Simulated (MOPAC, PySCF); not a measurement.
C$_{5}$H$_{6}$, SMILES `C#CC1CC1`, neutral singlet in the gas phase. 

Cartesian coordinates (Å):
SMILES: C#CC1CC1
```xyz
11

C      2.4682    -0.3972     0.1432
C      1.3181    -0.3065    -0.1920
C     -0.0561    -0.1946    -0.5822
C     -1.1519    -0.4419     0.4356
C     -0.8999     0.9484    -0.0535
H      3.4853    -0.4784     0.4368
H     -0.2677    -0.5128    -1.5958
H     -0.8369    -0.6937     1.4381
H     -2.0361    -0.9597     0.0907
H     -1.6096     1.3933    -0.7370
H     -0.4134     1.6431     0.6160
```
Charge 0, spin multiplicity 1.

All levels are single points at this geometry (B3LYP-D3(BJ)/def2-TZVP); Pople sets use spherical d functions. Orbital energies aren't observables, and empty levels follow the basis.

BP86/6-31G* in PySCF gives gap (eV) = 6.24.

Question: Estimate the gap (eV) from each of these levels: ωB97X-D3(BJ)/def2-TZVP in PySCF; B3LYP/3-21G in PySCF; B3LYP/6-311+G** in PySCF; HF/3-21G in PySCF; AM1 in MOPAC.

Answer: 
```json
[
 {"level": "ωB97X-D3(BJ)/def2-TZVP in PySCF", "gap (eV)": "12.54"},
 {"level": "B3LYP/3-21G in PySCF", "gap (eV)": "8.35"},
 {"level": "B3LYP/6-311+G** in PySCF", "gap (eV)": "7.01"},
 {"level": "HF/3-21G in PySCF", "gap (eV)": "15.57"},
 {"level": "AM1 in MOPAC", "gap (eV)": "11.96"}
]
```
